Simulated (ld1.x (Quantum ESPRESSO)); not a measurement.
## Pd: one change to a TM semilocal potential, before and after

Pd, norm-conserving Troullier–Martins (semilocal form), made with ld1.x (Quantum ESPRESSO) 7.5 (LDA (PZ), scalar-relativistic). Core [Ar] 3d10 4s2, reference 4p6 4d8 5s0 5p0 (charge +2). Waves: 5s (bound, empty): rc 2.45 bohr; 4p (bound): rc 1.20 bohr; 4d (bound): rc 1.55 bohr. Local part: the d channel. Core correction: none.

Change: all radii scaled by about 0.77 (s 1.88, p 0.92, d 1.18 bohr).

Cutoffs: the cutoffs (Ry, on a coarse ladder) from which the occupation-weighted sum of valence levels, in a spherical-Bessel basis at the reference potential, stays within 10 and 1 mRy of its value at 400 Ry; they do not see the model core or the augmentation charge, which bear on the density cutoff. Errors are all-electron minus pseudo energies relative to the spin-unpolarised reference configuration.

Task: How do hardness, ghosts and transferability respond?

Result: The potential gets harder (110 Ry and 160 Ry → 160 Ry and 260 Ry); of the 9 tests that both files solve, the error grows in 3 and shrinks in 3 by more than 15 % and 0.3 meV (median size 20.4 → 15.5 meV); neither file shows a bound ghost. A smaller radius makes the pseudo-wave follow the all-electron one further in, where it bends more sharply, so more plane waves are needed. A semilocal file is local in each channel, so a ghost entry of none says nothing of the separable form that plane-wave codes build from it.

```csv
quantity,base,changed
"cutoff, loose",110 Ry,160 Ry
"cutoff, tight",160 Ry,260 Ry
loose cutoff by channel (10 mRy a level),"p 70 Ry, d 50 Ry","p 80 Ry, d 55 Ry"
bound ghosts,none,none
"error for 4p6 4d10 5s0 5p0, meV [ΔE -30.47 eV]",+0.1,+2.8
"error for 4p6 4d9 5s0 5p0, meV [ΔE -21.08 eV]",+0.5,+1.2
"error for 4p6 4d7 5s0 5p0, meV [ΔE 34.60 eV]",-5.9,-4.7
"error for 4p6 4d9.5 5s0 5p0, meV [ΔE -27.10 eV]",+0.1,+1.8
"error for 4p5 4d10 5s0 5p0, meV [ΔE 26.87 eV]",-33,-26
"error for 4p6 4d9 5s0 5p1, meV [ΔE -25.15 eV]",+21,+15
"error for 4p6 4d6 5s0 5p0, meV [ΔE 84.15 eV]",-20,-18
"error for 4p6 4d8 5s0 5p0 (spin-polarised), meV [ΔE -0.63 eV]",+108,+106
"error for 4p6 4d9 5s0 5p0 (spin-polarised), meV [ΔE -21.23 eV]",+24,+24
```
